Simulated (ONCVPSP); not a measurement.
**Ne (Z = 10), ONCV: configuration errors across variants**

neon (Ne), optimised norm-conserving Vanderbilt (ONCV), made with ONCVPSP 4.0.1 (PBE, non-relativistic). Core [He], reference 2s2 2p4.5 (charge +1.5). Waves: 2s: rc 0.45 bohr, ncon 3, nbas 6, qcut 15.7 1/bohr, 2 projectors, debl 1.1 Ha; 2p: rc 1.30 bohr, ncon 4, nbas 8, qcut 10.6 1/bohr, 2 projectors, debl 1.2 Ha. Local part: polynomial inside 0.35 bohr (lpopt 5, dvloc0 3 Ha). Core correction: Teter function, fcfact 2, rcfact 1.75.

In the s channel the program set the typed energies aside and used -2.439, 0.250 Ha. In the p channel the program set the typed energies aside and used -1.585, 0.250 Ha.

All-electron excitation energies from the reference (eV): (1) 2s2 2p6 -41.312; (2) 2s2 2p5 -18.822; (3) 2s2 2p4 24.459; (4) 2s2 2p2 186.521.

1 further variants failed, have other tests or too few solved ones, and are left out.

A true bound ghost makes a file unfit for plane-wave use even where its test errors are small: the radial tests pick states by their node count and pass the ghost by.

Errors AE − PS in meV (a dash: test not solved or not reliable):

```tsv
change	(1)	(2)	(3)	(4)	bound ghosts	GHOST(+) flags above zero
base	+121	+23	+35	+1714	s	none
s: rc 0.46	+121	+23	+35	+1714	s	none
core correction Teter function, fcfact 2, rcfact 1.1	+121	+23	+35	+1739	s	none
core correction Teter function, fcfact 2.3, rcfact 1.75	+121	+23	+35	+1717	s	none
p: qcut 6	+351	+64	+95	+4327	s	p
```

(1) Give the same row for: p: qcut 15.7.

Results:

(1) +57, +11, +17, +901; bound ghosts: s; GHOST(+) flags above zero: none.
